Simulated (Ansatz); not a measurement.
Abridged output of a molecular run in Ansatz:

```
Functional definition: HF
1698 factors; integrals over basis functions are off by at most 9.0e-4 eV
mean field evaluation 1: about -70003.4656 eV, gradient 5.7e1 eV
mean field evaluation 2: about -70003.7204 eV, gradient 5.7e1 eV
mean field evaluation 4: about -70009.7167 eV, gradient 3.7e0 eV
mean field evaluation 8: about -70009.7832 eV, gradient 2.9e-1 eV
mean field -70009.78337632 eV, -2572.8120847443 hartree, gradient 2.5e-6 eV, S^2 0.000000; 0 other end points of the search recorded, 0 dependent functions left out
17 core orbitals not correlated: weight in the atoms' cores, before any rotation towards them, 1.000 or more for the frozen orbitals, at most 0.000 for the correlated occupied ones
reference -70009.78337632 eV, -2572.8120847443 hartree; 21, 21 occupied and 243, 243 virtual orbitals, 1698 factors
second order -29.26434282 eV of doubles, -0.00000000 eV of singles
cycle   1  -29.19453361 eV  change    7.0e-2 eV  update   1.2e-1
cycle   2  -29.95227338 eV  change   -7.6e-1 eV  update   3.3e-2
cycle   3  -30.08722198 eV  change   -1.3e-1 eV  update   1.6e-2
cycle   4  -30.06811115 eV  change    1.9e-2 eV  update   3.4e-3
cycle   5  -30.06755228 eV  change    5.6e-4 eV  update   1.6e-3
cycle   6  -30.06822477 eV  change   -6.7e-4 eV  update   4.4e-4
cycle   7  -30.06796724 eV  change    2.6e-4 eV  update   1.8e-4
cycle   8  -30.06791345 eV  change    5.4e-5 eV  update   5.5e-5
cycle   9  -30.06792390 eV  change   -1.0e-5 eV  update   2.0e-5
perturbative correction -1.06918433 eV, -0.0392917993 hartree
Total energy: -70040.92048455 eV, -2573.9563523662 hartree
```

Its atoms:

```xyz
12

O     0.779    2.198   -0.711
Si    0.466    0.585   -0.813
O     1.812   -0.028   -1.518
N     0.178   -0.155    0.691
Ge   -1.186   -1.306    1.143
H     0.125    2.741   -0.270
H    -0.747    0.334   -1.628
H     2.321    0.584   -2.053
H     0.933   -0.125    1.362
H    -1.757   -0.886    2.509
H    -0.671   -2.755    1.240
H    -2.253   -1.188    0.049
```

(1) Which basis set was used?
A. def2-SVPD
B. def2-TZVPPD
C. def2-QZVPP
D. def2-TZVPP

(2) Write the keys of the input that set method, charge and spin (a neutral closed shell needs none for the last two).

Results:

(1) D. It gives 281 functions.

(2) 
```yaml
correlation: {method: ccsd_t}
```
